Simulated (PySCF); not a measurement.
Structure problem from calculated spectra and properties.

Elements present: Cl, H, O and Si. Monoisotopic mass: 141.9493 u.

* Triplet: lowest triplet excitation (Tamm–Dancoff): 5.07 eV [TDA B3LYP/def2-SVPD]
* UV, first state: lowest singlet excitation: 5.55 eV (223 nm, f = 0.009) [TDDFT B3LYP/def2-SVPD]
* XPS: Si2p3/2 107.3, Si2p3/2 107.5, Si2p3/2 107.6, Cl2p3/2 205.9, O1s 537.9, Si1s 1847.2, Si1s 1847.2, Si1s 1847.5, Cl1s 2828.5 eV [ΔSCF SCAN, pcX-2 on the ionised atom, pcseg-1 elsewhere, spin-free X2C, 2p3/2 from a spin–orbit splitting computed afterwards within the 2p shell]
* Polarisability: 96.9 au [B3LYP/def2-SVPD]
* Dipole: 1.64 D [B3LYP/def2-SVPD]
* Rotational structure: rotational constants A, B, C: 6.205, 0.684, 0.630 GHz [GFN2-xTB]

The electronic properties come from PySCF, for the isolated species, density fitting. Levels stand in brackets. One conformer (not necessarily the lowest) at the GFN2-xTB geometry, without solvent, vibrations or thermal averaging.

Question: Which formula fits the mass and the elements?

Answer: ClH7OSi3 (calculated 141.9493). No other formula that holds each of these elements comes within 0.0003 u with a fitting electron parity and a possible valence count.

Question: Give a SMILES that accounts for the data.

Answer: Numbering: `[SiH3:1][O:2][SiH2:3][SiH2:4][Cl:5]`. Its formula, ClH7OSi3, gives 0 degrees of unsaturation, so no ring and no π bond. The core levels belong to: Si2p3/2 107.3 eV, oxygen-bound silicon [Si3]; Si2p3/2 107.5 eV, chlorine-bound silicon [Si4]; Si2p3/2 107.6 eV, oxygen-bound silicon [Si1]; Cl2p3/2 205.9 eV, silicon-bound chlorine [Cl5]; O1s 537.9 eV, siloxane oxygen [O2]; Si1s 1847.2 eV, chlorine-bound silicon [Si4]; Si1s 1847.2 eV, oxygen-bound silicon [Si3]; Si1s 1847.5 eV, oxygen-bound silicon [Si1]; Cl1s 2828.5 eV, silicon-bound chlorine [Cl5]. S1 is mainly HOMO→LUMO (weight 0.99); the largest Löwdin shares of the orbital it empties are 0.23 on the silicon-bound chlorine, 0.19 on the chlorine-bound silicon, 0.18 on the siloxane oxygen and 0.18 on an oxygen-bound silicon, of the orbital it fills 0.24 on the chlorine-bound silicon, 0.23 on an oxygen-bound silicon, 0.10 on the silicon-bound chlorine and 0.08 on an oxygen-bound silicon. By its constants the optimised geometry is an asymmetric top. Structure: `[SiH3]O[SiH2][SiH2]Cl`. The assignments are read from this structure; whether some other isomer fits the data as well wasn't checked.

Conformer computed: `[SiH3:1][O:2][SiH2:3][SiH2:4][Cl:5]`: Si1–O2–Si3–Si4 35°, O2–Si3–Si4–Cl5 172°.
